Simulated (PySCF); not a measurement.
# GeH at UHF

Level: UHF. basis Ge pcseg-1, H pcseg-1; no relativity; PySCF 2.14.

```json
{
  "state": "²Π (doublet), unpaired electrons π ↑",
  "bond length": "1.584 Å",
  "harmonic wavenumber": "1999 cm⁻¹",
  "force constant": "2.34 mdyn/Å",
  "rotational constant Be": "6.757 cm⁻¹",
  "anharmonicity ωexe": "31.0 cm⁻¹",
  "vibration–rotation constant αe": "0.181 cm⁻¹",
  "well depth De to Ge + H": "190 kJ/mol",
  "dissociation energy D0": "178 kJ/mol",
  "bond order (Mayer)": "0.94",
  "dipole moment (positive dipole means Ge(−)H(+))": "0.12 D"
}
```

Spin–orbit coupling is left out. Hartree–Fock leaves out correlation, which carries a large part of most bond energies and some tenths to 1 eV of ionisation energies. The state is the lowest determinant that a PBE0 search found; another state may lie lower at other levels.
